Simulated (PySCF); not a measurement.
# Spinor energies of Zn¹⁷⁺ (zinc, charge +17)

Start: [Ne] 3s2 3p1; 3p1/2 filled at m_j = +1/2. Calculated with PySCF 2.14 in an even-tempered Gaussian basis (19 s from 1.7 bohr⁻², ratio 2.4; 13 p from 2.2 bohr⁻², ratio 2.4; 5 d from 8.4 bohr⁻², ratio 2.6; 4 f from 13 bohr⁻², ratio 2.6): generalised Hartree-Fock with the X2C-1e Hamiltonian and a Gaussian nucleus; one run each with spin-orbit coupling (SO) switched off, then screened by Boettger's factors.

```
spinor shell  electrons  ε, spin-free (eV)  ε, screened SO (eV)  weight of nominal j (screened SO)  rms radius, screened SO (bohr)
       1s1/2          2           -10378.6             -10378.1                              1.000                          0.0580
       2s1/2          2            -1858.3              -1858.0                              1.000                           0.241
       2p1/2          2            -1691.8              -1709.9                              1.000                           0.213
       3s1/2          2            -655.75              -655.62                              0.999                           0.610
       3p1/2          1            -613.74              -617.13                              0.999                           0.600
```

Q: Where does 2p3/2 lie, and what is the 2p spin-orbit splitting (screened SO)?

A: At -1682.7 eV, 27.201 eV above 2p1/2.

```tsv
quantity	spin-free	screened SO
E (hartree)	-1643.36975	-1643.54258
M_J	1/2	1/2
⟨J²⟩	1.084	0.754
⟨L²⟩	2.009	2.008
⟨S²⟩	0.753	0.753
```

Each row is a mean over spinors that exchange with the open shell spreads, by up to 5.688 eV (2p1/2).

Without spin-orbit coupling the j labels of p, d and f shells carry no meaning; the spin-free column gives the mean over the occupied spinors of each nl shell, and its ⟨J²⟩ belongs to a mixture of degenerate components.
